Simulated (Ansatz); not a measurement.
Geometry optimisation, Ansatz 0.2.0, RKS revPBE/def2-SVP.

Input:

```yaml
crystal:
  periodic: [false, false, false]
  atoms:
    - { symbol: Mg, position_ang: [-0.0349, -1.7025, -1.1695] }
    - { symbol: "N", position_ang: [1.6321, 0.1256, -1.0939] }
    - { symbol: Cl, position_ang: [-1.733, -2.1267, -2.4115] }
    - { symbol: H, position_ang: [0.9123, 0.1043, 0.0385] }
    - { symbol: "N", position_ang: [-0.0453, -0.3173, 0.8815] }
    - { symbol: C, position_ang: [-1.0787, 0.6719, 1.082] }
    - { symbol: H, position_ang: [2.6182, 0.0528, -0.892] }
    - { symbol: H, position_ang: [1.4636, 0.9921, -1.586] }
    - { symbol: H, position_ang: [0.3274, -0.6308, 1.7727] }
    - { symbol: H, position_ang: [-0.7007, 1.5286, 1.6582] }
    - { symbol: H, position_ang: [-1.4122, 1.0331, 0.1051] }
    - { symbol: H, position_ang: [-1.9488, 0.2688, 1.6149] }
basis:
  gaussian: { orbitals: def2-SVP }
hamiltonian:
  xc: revpbe
relax:
  f_tol: 0.15
  max_steps: 25
  restrain:
    - { distance: [0, 4], at: 3.42, k: 30.0 }
    - { distance: [3, 1], at: 2.32, k: 30.0 }
    - { distance: [0, 1], at: 2.12, k: 30.0 }
    - { distance: [3, 4], at: 1.02, k: 30.0 }
```

Command:

```bash
$ ansatz run input.yaml --threads 2 --pin off --max-ram 3072MiB --backend cpu --events-out ev --progress --plain --runs-dir out
```

Q: Where does it end, and by what steps?

A: The forces met the threshold. The restraints hold the end off the free minimum. After 12 steps the energy has fallen by 0.671 eV (the restraints' own energy left out); Cl3 moved furthest, 1.03 Å. Parted: Mg1–N5. Joined: H4–N5.

```
step  energy less start (eV)  largest force component (eV/Å)  accepted
   0                  0.0000                           2.547       yes
   1                  0.3520                           4.429       yes
   2                  0.4623                           2.945       yes
   3                  0.3918                           2.392       yes
   4                 -0.1327                           1.749       yes
   5                 -0.3720                           1.387       yes
   6                 -0.4916                           1.143       yes
   7                 -0.5698                           1.120       yes
   8                 -0.6268                           0.995       yes
   9                 -0.6405                           0.785       yes
  10                 -0.6613                           0.920       yes
  11                 -0.6693                           1.014       yes
  12                 -0.6712                           0.947       yes
```

```xyz
12
Properties=species:S:1:pos:R:3
Mg 0.254 -1.408 -2.042
N 1.691 -0.021 -1.461
Cl -1.204 -2.857 -2.911
H 0.523 0.257 0.526
N -0.254 -0.134 1.078
C -1.205 0.898 1.497
H 2.622 -0.412 -1.246
H 1.878 0.734 -2.142
H 0.168 -0.594 1.895
H -0.774 1.721 2.121
H -1.668 1.371 0.605
H -2.033 0.443 2.081
```

Time of the run: 26 s on 2 threads of Intel(R) Xeon(R) Platinum 8375C CPU @ 2.90GHz (Ice Lake), on a shared host, peak memory 0.18 GiB.
